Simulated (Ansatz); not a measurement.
A nudged elastic band was laid between two geometries of Cl3FGe + H4OSi (11 atoms, charge 0, multiplicity 1).

These are results of Ansatz, RHF/def2-SVP, not measurements.

- movable images: 7
- climbing image: yes
- spring: 0.5 eV/Å²
- optimiser: quadratic models (default)
- start path: through a guess of the saddle point
- force threshold: 0.05 eV/Å
- iteration limit: 60
- end points: relaxed

First end point:

```xyz
11
Properties=species:S:1:pos:R:3
Ge 0.693 0.207 -0.238
F 0.306 -0.110 1.392
Cl 2.806 0.389 -0.286
Cl -0.194 2.023 -0.837
Cl 0.102 -1.436 -1.429
O -2.393 -0.238 0.657
Si -3.783 -1.055 0.284
H -3.581 -2.520 0.365
H -4.877 -0.688 1.213
H -4.145 -0.674 -1.093
H -1.983 -0.332 1.504
```

Last end point:

```xyz
11
Properties=species:S:1:pos:R:3
Ge -0.228 -0.111 -0.667
F -0.996 0.939 2.616
Cl 1.473 -0.862 0.342
Cl -0.043 1.969 -1.016
Cl -0.479 -1.133 -2.521
O -1.641 -0.406 0.295
Si -3.134 -1.165 0.154
H -2.929 -2.611 -0.050
H -3.846 -0.909 1.417
H -3.866 -0.588 -0.989
H -1.359 0.444 1.949
```

Question: Which bonds break or form, and what moves?

Answer: Bonds broken: Ge1–F2, O6–H11. Bonds formed: Ge1–O6, F2–H11. Cl3FGe + H4OSi becomes Cl3GeH3OSi + FH.

Question: What energy profile does the band end with?

Answer: It converged. The highest image is number 4 of 0 to 8, 1.23 eV above the first end and 1.22 eV above the last; the last end lies 0.01 eV above the first. Another band between the same ends (7 images) ends at a top of the same energy, where a vibrational analysis finds 1 clearly imaginary mode. The orbitals stay closed-shell, which can raise the energy where a bond breaks towards radicals; this wasn't checked here.

```
image  path coordinate (Å)  energy (eV)  Ge1–F2 (Å)  O6–H11 (Å)  Ge1–O6 (Å)
    0                 0.00         0.00        1.71        0.95        3.24
    1                 0.99         0.02        1.71        0.95        3.21
    2                 1.97         0.31        1.71        0.95        2.68
    3                 2.96         0.60        1.75        0.95        2.12
    4                 3.94         1.23        2.02        1.13        1.86
    5                 4.39         0.56        2.35        1.51        1.78
    6                 4.83         0.14        2.80        1.74        1.75
    7                 5.28         0.03        3.24        1.88        1.74
    8                 5.72         0.01        3.53        1.88        1.73
```

Question: What is the geometry of the highest image?

Answer: 
```xyz
11
Properties=species:S:1:pos:R:3
Ge -0.183 0.086 -0.238
F -0.415 0.921 1.583
Cl 1.539 -0.926 0.488
Cl 0.033 2.034 -1.060
Cl -0.632 -1.078 -2.034
O -1.817 -0.333 0.557
Si -3.255 -1.201 0.250
H -2.915 -2.617 0.056
H -4.070 -1.006 1.461
H -3.907 -0.622 -0.933
H -1.425 0.309 1.399
```

The run took 3.8 min on 4 threads of AMD EPYC 9R45 96-Core Processor (Zen 5), on a shared host, peak memory 0.56 GiB.
